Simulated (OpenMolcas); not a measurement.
# Ge2SiH8 (SMILES [GeH3][SiH2][GeH3]): methods side by side

The species is Ge2SiH8 (11 atoms), meant as a singlet with charge 0. As SMILES, `[GeH3][SiH2][GeH3]`. The coordinates come from a PBE0-D4/def2-TZVP relaxation.

Each level gives the vertical ionisation energy (to the doublet cation) (eV). The values are calculated.

```csv
level,kind,program,value (eV),CPU time (all runs)
HF/cc-pVDZ,Hartree–Fock,OpenMolcas,9.27,55 s
SVWN5/cc-pVDZ,LDA,OpenMolcas,9.63,2 min
BLYP/cc-pVDZ,GGA,OpenMolcas,9.35,2.9 min
PBE/cc-pVDZ,GGA,OpenMolcas,9.51,2.7 min
r2SCAN/cc-pVDZ,meta-GGA,OpenMolcas,9.67,3.3 min
B3LYP/cc-pVDZ,global hybrid,OpenMolcas,9.70,2.5 min
M06-2X/cc-pVDZ,hybrid meta-GGA,OpenMolcas,9.81,3.1 min
PBE0/cc-pVDZ,global hybrid,OpenMolcas,9.74,2.3 min
```

All-electron rows without a relativistic Hamiltonian named are non-relativistic. The values span 9.27 to 9.81 eV. Times are those of the runs behind each value, whatever else they computed, on shared processors of several kinds: orders of magnitude only.
